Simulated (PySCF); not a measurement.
## Electronic structure of B⁺ (boron, charge +1) at the UHF level

Configuration: [He] 2s2, closed-shell 1S. Computed with PySCF 2.14 in jorge-DZP-DKH, with the spin-free X2C one-electron Hamiltonian (Gaussian nucleus).

| Property | Result |
| --- | --- |
| Total energy | -24.241930 hartree |
| One-electron energy | -30.3609 hartree |
| Hartree (Coulomb) energy | 9.6117 hartree |
| Exchange energy | -3.4927 hartree |
| ⟨S²⟩ | 0.0000 |
| ⟨L²⟩ | 0.000 |
| Sum of ⟨r⟩ | 4.262 bohr |
| Sum of ⟨r²⟩ | 8.060 bohr² |
| Langevin diamagnetic susceptibility | -6.38 ×10⁻⁶ cm³/mol |
| Time after the integrals | 0.03 s of wall time on 1 thread of Neoverse-V2 (shared host) |

```tsv
shell	electrons	mean orbital energy (eV)	rms radius, mean of both spins (bohr)
1s	2	-222.80	0.378
2s	2	-23.780	1.97
```
